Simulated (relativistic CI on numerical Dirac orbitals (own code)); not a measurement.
Forbidden lines of Ba⁷⁺

These numbers are calculated, not measured: Dirac-Coulomb-Breit CI, orbitals from a KLI potential per configuration, model QED, valence Slater integrals scaled by 0.9, configuration energies shifted to the measured levels that pair with them (semi-empirical) (own radial code, finite nucleus).

Configuration list (outside the closed core [Kr]): 4d10.5s2.5p, 4d10.5s.5p2, 4d10.5s2.4f, 4d10.5s2.5d, 4d10.5s.5p.4f, 4d10.5p3, 4d10.5s2.6s, 4d10.5s.5p.5d, 4d10.5s2.6p, 4d10.5s2.5f, 4d10.5s.5p.6s, 4d10.5p.4f2, 4d10.5s.4f2, 4d10.5p2.4f, 4d10.5s2.5g, 4d10.5p.5d2, 4d10.5s.5p.5f, 4d10.5s.4f.5d, 4d10.5p2.5d, 4d10.5s.5p.5g, 4d10.5s.4f.6s, 4d10.5s.5d2, 4d10.5p2.6s, 4d10.5s2.6d, 4d10.5p.4f.5d, 4d9.5s2.5p.4f, 4d10.5s.5d.6s, 4d10.5s2.7s, 4d10.5s.4f.5f, 4d10.5p.5f2. Levels of other configurations are missing.

```tsv
λ vac (nm)	Lower	Upper	Type	A (s⁻¹)	log gf
68.075	4d10.5s.5p2 4P_3/2 [4]	4d10.5s.5p.4f 4D_1/2 [29]	E2	4.63e+03	-6.19
72.732	4d10.5s2.5p 2P°_1/2 [1]	4d10.5s2.4f 2F°_5/2 [6]	E2	3.05e+03	-5.84
86.576	4d10.5s2.5p 2P°_3/2 [2]	4d10.5s2.4f 2F°_7/2 [7]	E2	1.71e+03	-5.81
87.392	4d10.5s2.5p 2P°_3/2 [2]	4d10.5s2.4f 2F°_5/2 [6]	E2	3.60e+02	-6.61
433.58	4d10.5s2.5p 2P°_1/2 [1]	4d10.5s2.5p 2P°_3/2 [2]	M1	1.10e+02	-5.91
552.79	4d10.5s.5p.4f 4F_9/2 [19]	4d10.5s.5p.4f 4G_11/2 [25]	M1	6.37e+01	-5.46
```

Terms are leading LS components. Brackets give the number of a level in order of energy, since labels repeat. The list gives strong lines, with weight on those to low levels, without configurations that were not tied to measured data, among the lowest 400 of 751 levels, so that lines to higher ones, which can be the strongest, are missing. Levels whose partners in the same complex of configurations lie outside the list can be far off, and so can their lines. Rates are taken at the computed energies, electric ones in the length gauge.

Configurations whose levels could be paired with our table of measured levels were shifted onto them, all but the ground configuration, by the median error of their levels; single terms can still be off by 1,000 to 2,000 cm⁻¹ or more, and rates follow the energies as ν³ (E1, M1) or ν⁵ (E2). The others borrow a shift and can be off by several thousand cm⁻¹ or more. Levels and lines within the n = 5 or 6 shells can be off by up to 10 % or somewhat more, and those that change n by about 2 %, since core polarisation is missing. 48 of the 69 excited levels that our extract of the measured tables holds in this range could be paired (the sources list more); they are missed by 1275 cm⁻¹ on average and 7963 at most, after the shifts were fitted to these levels, and levels without a partner can miss by more. Levels that differ in their count of f electrons can be misplaced by several ten thousand cm⁻¹, since the correlation energy of f electrons is missing or only estimated; rates across such gaps can be off by orders of magnitude.

LS names give the leading component of a level, which can be under half, so a name can repeat, a term be missing and a line seem to break the LS rules.
